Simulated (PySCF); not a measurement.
**Static response to an electric field**

Compound: C6H9NO.
Structure used (GFN2-xTB), in Å, numbered top down from 1:
```
atom  x, y, z in Å
C1     2.339    0.164    1.409
C2     1.306   -0.426    0.840
C3     0.760   -0.051   -0.508
C4    -0.608    0.550   -0.356
C5    -0.826    1.861   -0.407
N6    -1.687   -0.312   -0.103
C7    -1.749   -1.664   -0.176
O8    -0.865   -2.431   -0.455
H9     2.704   -0.133    2.377
H10    2.873    0.966    0.926
H11    0.787   -1.234    1.338
H12    0.696   -0.949   -1.124
H13    1.416    0.676   -0.986
H14   -1.807    2.286   -0.276
H15   -0.023    2.550   -0.583
H16   -2.551    0.172    0.101
H17   -2.772   -2.013    0.067
```

Level: PBE0/def2-SVPD (PySCF), static field, nuclei fixed, core orbitals frozen in the response. The polarisability tensor in these axes (au):

```
x    91.79   3.98   7.95
y     3.98 101.83  -1.42
z     7.95  -1.42  65.49
```

**Question.** Give the principal values, the mean and the anisotropy Δα = √{½[(α1 − α2)² + (α2 − α3)² + (α1 − α3)²]}.

**Answer.** Principal values 63.12, 92.72 and 103.27 au; mean 86.37 au = 12.80 Å³ = 14.24 × 10⁻⁴⁰ C²·m²/J; Δα = 36.05 au (42 % of the mean).

**Question.** What is the dipole moment, and where does it point?

**Answer.** (-2.03, 2.39, 0.52) D, 3.18 D in size, pointing from the negative to the positive side. Measured along this direction, the outermost atoms are H9, O8 and H12 at the negative end and H14 at the positive end.

**Question.** In TDDFT the mean static polarisability is Σ f/ω² over all singlet excitations (ω in hartree). How much of it do the 8 lowest give? Their energies (eV) and oscillator strengths: 5.31, 0.0085; 5.73, 0.2821; 5.96, 0.0076; 6.03, 0.0369; 6.10, 0.0880; 6.88, 0.0130; 6.94, 0.0710; 6.99, 0.0184.

**Answer.** They add up to 10.82 au, 12.5 % of the 86.37 au; the largest single term is 6.37 au, from the state at 5.73 eV. Terms in order: 0.22, 6.37, 0.16, 0.75, 1.75, 0.20, 1.09, 0.28 au. Higher excitations give the rest. The strengths listed sum to 0.525.

**Question.** Give the eigenvalues of the traceless quadrupole moment Θ = ½Σq(3rr − r²1), origin at the centre of nuclear charge.

**Answer.** -11.12, -1.01, 12.13 D·Å. The values depend on the origin, since the dipole doesn't vanish. The electronic extent ⟨r²⟩ about the same centre is 1062 bohr², a root-mean-square distance of 2.23 Å for the 60 electrons.

**Question.** Find the Langevin capture rate constant for NO+ (29.998 u) meeting this molecule (111.068 u), k = 2.342 × 10⁻⁹ cm³/s × √(α in Å³ / reduced mass in u).

**Answer.** The reduced mass is 23.62 u, so k = 1.72 × 10⁻⁹ cm³/s. The formula leaves out the permanent dipole, which adds to the capture rate.

**Question.** What would n − 1 = 2πNα be for an ideal gas of these molecules at 298.15 K and 1 atm, electronic part alone?

**Answer.** N = p/kT = 2.4615 × 10¹⁹ cm⁻³, so n − 1 = 2π × N × 12.80 × 10⁻²⁴ cm³ = 1980 × 10⁻⁶ at long wavelengths.

Isolated species at its GFN2-xTB geometry (one conformer only).

These values come from a run that also computed excited states. Hardware: an x86-64 server with one thread (shared host). Cost: 61 s.
